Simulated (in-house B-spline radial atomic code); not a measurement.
A fraction x of an electron is removed from 5p in Dy⁵⁺, starting from [Kr] 4d10 4f8 5s2 5p5 and keeping the highest spin. All numbers are computed (scalar-relativistic (X2C) OLYP, spin-polarised, spherical fractional occupations; Fermi nucleus of rms radius 5.2218 fm) with a B-spline radial code for spherical atoms, not measured.

| x | E(x) - E(0) (eV) | 5p down level (eV) |
| --- | --- | --- |
| 0 | 0.0000 | -82.663 |
| 0.08 | 6.6591 | -83.816 |
| 0.19 | 15.9661 | -85.402 |
| 0.34 | 28.9386 | -87.567 |
| 0.4 | 34.2186 | -88.433 |
| 0.5 | 43.1342 | -89.878 |
| 0.52 | 44.9347 | -90.167 |
| 0.68 | 59.5464 | -92.480 |
| 0.78 | 68.8667 | -93.926 |
| 0.89 | 79.2860 | -95.516 |
| 1 | 89.8803 | -97.106 |

The exact functional would give a straight line between the two integer points. Deviations E(x) - E(0) - x[E(1) - E(0)], in eV: -0.531 at x = 0.08, -1.111 at x = 0.19, -1.621 at x = 0.34, -1.734 at x = 0.4, -1.806 at x = 0.5, -1.803 at x = 0.52, -1.572 at x = 0.68, -1.24 at x = 0.78, -0.707 at x = 0.89.

The curve lies below the straight line by up to 1.806 eV (at x = 0.5): convex, the delocalisation error that favours fractional charges.

Task: How well does Slater's transition state (minus the level at half occupation) give the ionisation energy?

Result: It gives 89.878 eV against 89.880 eV from the two total energies; NIST lists 93.00 eV, ground level to ground level.
